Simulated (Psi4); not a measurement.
C$_{4}$H$_{4}$Br$_{2}$, singlet, at a GFN2-xTB geometry; B3LYP/def2-SVPD (Psi4).

The Psi4 input:
```
memory 2 GB

molecule {
0 1
C     1.80766483   -0.42915060    0.04882057
C     0.61107400    0.02980835    0.39345585
Br    0.43439366    0.88980857    2.10262446
C    -0.61422954   -0.04295053   -0.38727872
C    -1.81444935    0.40089442   -0.03553951
Br   -0.43220486   -0.88069268   -2.10690914
H     2.65676496   -0.32673401    0.70094002
H     1.97662354   -0.92143081   -0.89343804
H    -1.98672399    0.87936440    0.91321023
H    -2.66363189    0.29813460   -0.68749763
}

set {
  basis def2-svpd
}

energy('b3lyp')
print_variables()
```

Write the output that Psi4 gives for this input, abridged.


```
   => Loading Basis Set <=

    Name: DEF2-SVPD
    Role: ORBITAL
    Keyword: BASIS

         ---------------------------------------------------------
                                   SCF
               by Justin Turney, Rob Parrish, Andy Simmonett
                          and Daniel G. A. Smith
                              RKS Reference
         ---------------------------------------------------------

  ==> Geometry <==

    Molecular point group: c1
    Full point group: C1

    Geometry (in Angstrom), charge = 0, multiplicity = 1:

       Center              X                  Y                   Z               Mass
    ------------   -----------------  -----------------  -----------------  -----------------
         C            1.807491599249    -0.429872062062     0.049159673941    12.000000000000
         C            0.610900769249     0.029086887938     0.393794953941    12.000000000000
         BR           0.434220429249     0.889087107938     2.102963563941    78.918337600000
         C           -0.614402770751    -0.043671992062    -0.386939616059    12.000000000000
         C           -1.814622580751     0.400172957938    -0.035200406059    12.000000000000
         BR          -0.432378090751    -0.881414142062    -2.106570036059    78.918337600000
         H            2.656591729249    -0.327455472062     0.701279123941     1.007825032230
         H            1.976450309249    -0.922152272062    -0.893098936059     1.007825032230
         H           -1.986897220751     0.878642937938     0.913549333941     1.007825032230
         H           -2.663805120751     0.297413137938    -0.687158526059     1.007825032230

  Running in c1 symmetry.

  Rotational constants: A =      0.15077  B =      0.01953  C =      0.01729 [cm^-1]
  Rotational constants: A =   4519.91514  B =    585.61944  C =    518.46122 [MHz]
  Nuclear repulsion =  616.130835855252371

  Charge       = 0
  Multiplicity = 1
  Electrons    = 98
  Nalpha       = 49
  Nbeta        = 49

  ==> Algorithm <==

  SCF Algorithm Type is DF.
  DIIS enabled.
  MOM disabled.
  Fractional occupation disabled.
  Guess Type is SAD.
  Energy threshold   = 1.00e-06
  Density threshold  = 1.00e-06
  Integral threshold = 1.00e-12

  ==> Primary Basis <==

  Basis Set: DEF2-SVPD
    Blend: DEF2-SVPD
    Number of shells: 78
    Number of basis functions: 194
    Number of Cartesian functions: 210
    Spherical Harmonics?: true
    Max angular momentum: 2

  ==> DFT Potential <==

[...]
   @DF-RKS iter   5: -5302.42747648148725   -1.87182e-03   1.61078e-04 ADIIS/DIIS
   @DF-RKS iter   6: -5302.42793181494471   -4.55333e-04   3.64466e-05 DIIS
   @DF-RKS iter   7: -5302.42795898457553   -2.71696e-05   4.76753e-06 DIIS
   @DF-RKS iter   8: -5302.42795941922850   -4.34653e-07   1.04102e-06 DIIS
   @DF-RKS iter   9: -5302.42795944375484   -2.45263e-08   2.06536e-07 DIIS
  Energy and wave function converged.

  ==> Post-Iterations <==

   Electrons on quadrature grid:
      Ntotal   =   97.9999835592 ; deviation = -1.644e-05

    Orbital Energies [Eh]
    ---------------------

    Doubly Occupied:

[...]
      49A     -0.263603

    Virtual:

[...]
     194A      3.992022

    Final Occupation by Irrep:
              A
    DOCC [    49 ]
    NA   [    49 ]
    NB   [    49 ]

  @DF-RKS Final Energy: -5302.42795944375484

   => Energetics <=

    Nuclear Repulsion Energy =            616.1308358552523714
    One-Electron Energy =               -8598.4406165719483397
    Two-Electron Energy =                2845.4681397692584142
    DFT Exchange-Correlation Energy =    -165.5863184963175456
    Empirical Dispersion Energy =           0.0000000000000000
    VV10 Nonlocal Energy =                  0.0000000000000000
    Total Energy =                      -5302.4279594437548440

Computation Completed

Properties will be evaluated at   0.000000,   0.000000,   0.000000 [a0]

Properties computed using the SCF density matrix

 Multipole Moments:

 ------------------------------------------------------------------------------------
     Multipole            Electronic (a.u.)      Nuclear  (a.u.)        Total (a.u.)
 ------------------------------------------------------------------------------------

 L = 1.  Multiply by 2.5417464519 to convert [e a0] to [Debye]
 Dipole X            :          0.0303101           -0.0320807           -0.0017706
 Dipole Y            :          0.1262355           -0.1336095           -0.0073740
 Dipole Z            :         -0.0593336            0.0627996            0.0034660
 Magnitude           :                                                    0.0083381

 ------------------------------------------------------------------------------------

  Variable Map:
  ----------------------------------------------------------------------------
[...]
  Array Variable Map:
  ----------------------------------------------------------------------------
[...]
[...]
```
